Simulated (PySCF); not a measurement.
## Br(3+) (bromine, charge +3): UHF calculation

Configuration: [Ar] 3d10 4s2 4p2, high-spin 3P determinant. All numbers are calculated (PySCF 2.14, scalar relativity through the core potential, in aug-cc-pVQZ-PP with one added diffuse shell each of s, p, d, f, g type with ECP10MDF (8s7p6d4f3g, 114 functions)).

* Total energy: -413.083518 hartree
* One-electron energy: -696.0957 hartree
* Hartree (Coulomb) energy: 311.8758 hartree
* Exchange energy: -28.8636 hartree
* ⟨S²⟩: 2.0069
* ⟨L²⟩: 2.020
* Sum of ⟨r⟩: 16.99 bohr
* Sum of ⟨r²⟩: 19.71 bohr²
* Traceless quadrupole moment −½Σ⟨3z² − r²⟩ along its main axis: 1.44 e·bohr²

| shell | electrons | mean orbital energy (eV) | spread (eV) | rms radius, mean of both spins (bohr) |
| --- | --- | --- | --- | --- |
| 3s α | 1 | -306.97 | 0 | 0.589 |
| 3s β | 1 | -306.28 | 0 | 0.589 |
| 3p α | 3 | -245.56 | 0.043 | 0.609 |
| 3p β | 3 | -244.78 | 0.939 | 0.609 |
| 3d α | 5 | -124.43 | 0.420 | 0.640 |
| 3d β | 5 | -123.94 | 0.879 | 0.640 |
| 4s α | 1 | -63.373 | 0 | 1.67 |
| 4s β | 1 | -56.671 | 0 | 1.67 |
| 4p α | 2 | -46.635 | 0 | 1.89 |

Energies and moments cover only the electrons outside the core potential.
